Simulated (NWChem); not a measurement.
hexafluoroacetylacetone (C$_{5}$H$_{2}$F$_{6}$O$_{2}$); SMILES C(C=C(O)C(F)(F)F)(C(F)(F)F)=O

```xyz
15

O     -2.0147    -1.9761    -0.0028
C     -0.8982    -1.2629    -0.0021
C     -0.8686     0.0898    -0.0049
C      0.3244     0.9352    -0.0055
O      1.4751     0.5808    -0.0100
C     -0.0017     2.4480     0.0013
F     -0.7204     2.7588     1.0855
F     -0.7364     2.7656    -1.0704
F      1.0939     3.1767    -0.0046
C      0.3337    -2.1780     0.0017
F      1.0736    -1.9654     1.0800
F      1.0690    -1.9795    -1.0824
F     -0.0469    -3.4502     0.0109
H     -2.7828    -1.3893    -0.0064
H     -1.8336     0.6067    -0.0068
```
Atoms are numbered in this order, from 1.

Program: NWChem. Pople sets run with spherical d functions. All runs use the structure optimised with PBE0/def2-SVP. No frequency run checked for a minimum. B3LYP is NWChem's, with the RPA form of VWN correlation.

For level B3LYP/6-31G*:

- highest occupied level (eV) = -7.59
- orbital gap (eV) = 5.22

### Question
What are these values for level PW6B95/6-31G*?

### Answer
highest occupied level (eV): -8.08
orbital gap (eV): 5.91
